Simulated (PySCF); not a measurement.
2,3-dihydrothiophene (C₄H₆S), SMILES C1=CSCC1.

Geometry: PBE-D3(BJ)/def2-SVP. The values are those of a single conformer.

Level of theory: TDA-ωB97X/def2-SVPD (PySCF 2.14.0).

Vertical excitations. The molecule is in vacuum.

Task: Estimate the UV-visible absorptions. (The exact figures need the calculation; the answer reports its results.)

Result: 
```json
[
 {"state": "S1", "energy (eV)": "4.98", "λ (nm)": "249", "f": "0.005", "main pairs": "HOMO→LUMO+1 44 %, HOMO→LUMO 31 %, HOMO→LUMO+8 8 %, HOMO→LUMO+5 7 %"},
 {"state": "S2", "energy (eV)": "5.72", "λ (nm)": "217", "f": "0.176", "main pairs": "HOMO→LUMO 60 %, HOMO→LUMO+1 31 %"},
 {"state": "S3", "energy (eV)": "6.19", "λ (nm)": "200", "f": "0.012", "main pairs": "HOMO→LUMO+2 87 %"},
 {"state": "S4", "energy (eV)": "6.75", "λ (nm)": "184", "f": "0.027", "main pairs": "HOMO→LUMO+3 81 %"},
 {"state": "S5", "energy (eV)": "7.13", "λ (nm)": "174", "f": "0.038", "main pairs": "HOMO→LUMO+4 94 %"},
 {"state": "S6", "energy (eV)": "7.25", "λ (nm)": "171", "f": "0.011", "main pairs": "HOMO→LUMO+5 60 %, HOMO→LUMO+7 18 %, HOMO→LUMO+1 9 %"},
 {"state": "S7", "energy (eV)": "7.59", "λ (nm)": "163", "f": "0.018", "main pairs": "HOMO→LUMO+6 70 %"},
 {"state": "S8", "energy (eV)": "7.87", "λ (nm)": "157", "f": "0.002", "main pairs": "HOMO→LUMO+8 46 %, HOMO→LUMO+7 26 %"},
 {"state": "S9", "energy (eV)": "7.91", "λ (nm)": "157", "f": "0.013", "main pairs": "HOMO→LUMO+8 34 %, HOMO→LUMO+7 29 %, HOMO→LUMO+5 13 %, HOMO−1→LUMO 5 %"},
 {"state": "S10", "energy (eV)": "8.03", "λ (nm)": "154", "f": "0.018", "main pairs": "HOMO−1→LUMO 63 %, HOMO−2→LUMO 12 %"},
 {"state": "T1", "energy (eV)": "3.62", "λ (nm)": "343", "f": "0", "main pairs": "HOMO→LUMO 75 %"},
 {"state": "T2", "energy (eV)": "4.62", "λ (nm)": "269", "f": "0", "main pairs": "HOMO→LUMO+1 56 %, HOMO→LUMO+8 10 %, HOMO→LUMO 9 %, HOMO→LUMO+5 9 %"},
 {"state": "T3", "energy (eV)": "6.16", "λ (nm)": "201", "f": "0", "main pairs": "HOMO→LUMO+2 39 %, HOMO→LUMO+3 29 %, HOMO→LUMO+11 7 %"},
 {"state": "T4", "energy (eV)": "6.23", "λ (nm)": "199", "f": "0", "main pairs": "HOMO→LUMO+2 43 %, HOMO→LUMO+3 27 %, HOMO→LUMO+6 11 %"}
]
```
Triplets are in the Tamm–Dancoff approximation.
